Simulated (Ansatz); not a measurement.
Gas-phase electronic energies from Ansatz, PBE0-D4/def2-TZVP geometries. CCSD(T)/CBS adds triple-zeta CCSD(T) − MP2 to the extrapolated MP2 energy (def2 sets, frozen cores). This one scheme is used for every species. Functionals use def2-TZVPP. B3LYP here is the variant with VWN-RPA as its local correlation; programs differ in this. HSE06 is defined as in plane-wave codes. Elements past krypton have def2 core potentials. For Te outer-core shells are correlated without core-valence functions, which leaves a few kJ/mol of doubt a bond. One conformer a species, not always the lowest.

`NC[NH][AlH2]` + H₂Te → `NC[TeH]` + `[NH2][AlH2]`  (substitution at a C–N bond)

| level | ΔE (kcal/mol) | difference from CCSD(T)/CBS |
| --- | --- | --- |
| PBE-D4 | -4.3 | 1.2 |
| revPBE-D4 | -4.3 | 1.2 |
| r2SCAN-D4 | -4.0 | 1.5 |
| r2SCAN0-D4 | -3.6 | 1.9 |
| ωB97X-V | -3.0 | 2.5 |
| ωB97M-V | -3.6 | 1.9 |
| B2PLYP | -4.3 | 1.2 |
| PBE-QIDH | -3.9 | 1.6 |
| PBE0 | -3.7 | 1.8 |
| B3LYP | -4.0 | 1.5 |
| HSE06 | -3.7 | 1.8 |
| HF/def2-SVP | 2.2 | 7.7 |
| SCS-MP2/def2-TZVPP | -4.7 | 0.8 |
| CCSD(T)/def2-TZVPP | -3.6 | 1.9 |
| MP2/def2-QZVPP | -6.5 | -1.0 |
| CCSD/CBS(def2) | -5.1 | 0.4 |
| CCSD(T)/CBS | -5.5 | 0 |

Largest T1 diagnostic among the species: 0.011.

Leaving LDA and LC-ωPBE aside and taking each functional with its dispersion term where it has one, the values, not all of them listed here, spread over 2.0 kcal/mol, from BLYP-D4 to CAM-B3LYP-D4. LDA lies +2.6 kcal/mol from PBE without D4. At CCSD(T), def2-SVP lies +7.6 kcal/mol from the extrapolated value and def2-TZVPP +1.9 kcal/mol. From BLYP to BHLYP (50 % exact exchange), in def2-TZVPP and without D4, ΔE moves by +1.6 kcal/mol.
